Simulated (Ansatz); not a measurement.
Two members of one family (SinHm), computed with Ansatz in the gas phase. HOMO and LUMO are taken over both spins. Binding counts from free atoms in the multiplicity of their measured ground term, without zero-point energy. The structures are stationary points that may keep the symmetry of their start.

First: Si4H8 (singlet, charge 0, r2SCAN-D4/def2-SVP geometry).

```xyz
12

Si   -1.187    0.339    1.094
Si    1.328   -0.698   -0.687
Si   -1.016   -0.959   -0.877
Si    0.876    1.316    0.471
H     1.821    1.805    1.521
H    -1.616   -2.327   -0.926
H     1.865   -1.715    0.273
H    -0.978   -0.544    2.287
H     2.180   -0.677   -1.916
H     0.625    2.411   -0.521
H    -1.511   -0.155   -2.040
H    -2.386    1.203    1.321
```

```
              level  HOMO (eV)  LUMO (eV)  gap (eV)  binding per atom (eV)
    PBE-D4/def2-SVP      -6.50      -1.74      4.76                   2.98
   PBE-D4/def2-TZVP      -6.46      -1.87      4.59                   2.99
r2SCAN-D4/def2-TZVP      -6.67      -1.71      4.96                   3.02
   PBE0-D4/def2-SVP      -7.50      -1.00      6.50                   2.97
  PBE0-D4/def2-TZVP      -7.41      -1.06      6.35                   2.99
```

Second: Si9H15 (doublet, charge 0, r2SCAN-D4/def2-SVP geometry).

Cartesian coordinates in Å:
```
Si -1.400 -1.869 1.134
Si 2.512 -0.452 1.272
Si -1.557 -1.069 -1.080
Si -0.903 -0.096 2.600
Si 1.447 0.953 -2.126
Si 0.185 2.031 -0.455
Si 0.847 1.139 1.637
Si -1.975 1.250 -0.979
Si 0.529 -1.228 -2.188
H -0.326 -2.909 1.234
H 2.919 0.967 -1.854
H -2.406 1.785 -2.310
H 1.304 2.251 2.537
H 3.841 0.042 0.799
H 0.307 -1.642 -3.612
H -2.119 0.759 2.779
H 0.315 3.524 -0.455
H -2.618 -1.826 -1.821
H -2.700 -2.501 1.530
H 1.198 1.609 -3.450
H -3.007 1.608 0.045
H 1.418 -2.240 -1.539
H -0.487 -0.625 3.937
H 2.674 -1.463 2.363
```

What does the change do? Estimate second minus first.


| level | Δ HOMO (eV) | Δ LUMO (eV) | Δ gap (eV) | Δ binding per atom (eV) |
| --- | --- | --- | --- | --- |
| PBE-D4/def2-SVP | 1.36 | -1.91 | -3.28 | 0.10 |
| PBE-D4/def2-TZVP | 1.29 | -1.84 | -3.12 | 0.09 |
| r2SCAN-D4/def2-TZVP | 1.16 | -1.64 | -2.80 | 0.09 |
| PBE0-D4/def2-SVP | 1.32 | -1.85 | -3.16 | 0.10 |
| PBE0-D4/def2-TZVP | 1.24 | -1.79 | -3.03 | 0.09 |
